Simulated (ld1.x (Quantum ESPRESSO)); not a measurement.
Which change was made? (Ag, TM)

Ag, norm-conserving Troullier–Martins (Kleinman–Bylander form), made with ld1.x (Quantum ESPRESSO) 7.5 (LDA (PZ), fully relativistic). Core [Ar] 3d10, reference 4s2 4p6 4d10 5s0 5p0 (charge +1). Waves: 4p (bound): rc 1.20 bohr; 4d (bound): rc 1.35 bohr; 4s (bound): rc 1.35 bohr. Local part: the s channel. Core correction: Bessel-smoothed model core, default radius (core density twice the valence density).

Open shells are filled in proportion to 2j + 1 (rel_dist='average').

Cutoffs, loose and tight: the cutoffs (Ry, on a coarse ladder) from which the occupation-weighted sum of valence levels, in a spherical-Bessel basis at the reference potential, stays within 10 and 1 mRy of its value at 400 Ry. They do not see the model core or the augmentation charge, which bear on the density cutoff. Test errors are all-electron minus pseudo excitation energies from the reference, over the configurations 4s2 4p6 4d10 5s1 5p0; 4s2 4p6 4d9 5s0 5p0; 4s2 4p6 4d8 5s0 5p0; 4s2 4p6 4d10 5s0.5 5p0; 4s2 4p6 4d9 5s1 5p1; 4s2 4p6 4d9 5s2 5p0; 4s1 4p6 4d10 5s1 5p0; variants that change the core or the reference have their own tests. The largest error is taken over the tests solved by every variant that gives reliable tests at all, those not shown here included: 4s1 4p6 4d10 5s1 5p0; 4s2 4p6 4d10 5s0.5 5p0; 4s2 4p6 4d8 5s0 5p0; 4s2 4p6 4d9 5s0 5p0.

The base gives: outcome: generated; bound ghosts: none; largest test error (meV): +1429.

On the changes marked as counting shells twice: ld1.x takes every shell without a wave as core, so the model core holds the marked electrons as well and exchange and correlation see them twice. This cancels in the reference configuration, but the file is broken for other ones, and its errors say nothing about a proper core correction.

(1) After one change the result is: outcome: generated; bound ghosts: s (extra level of the local part); largest test error (meV): +7173. Which change was it?
A. wave 4s (bound): rc 1.35 bohr becomes 4s (bound): rc 1.94 bohr
B. reference 4s2 4p6 4d10 5s0.75 5p0 (5s counted twice)
C. local potential the p channel

## Answers

(1) A. The others give: reference 4s2 4p6 4d10 5s0.75 5p0 (5s counted twice) → outcome: generated, misses its reference levels by 0.92 eV; bound ghosts: none; largest test error (meV): -2517 | local potential the p channel → outcome: generated, misses its reference levels by 3.49 eV; bound ghosts: not determined; largest test error (meV): +580.
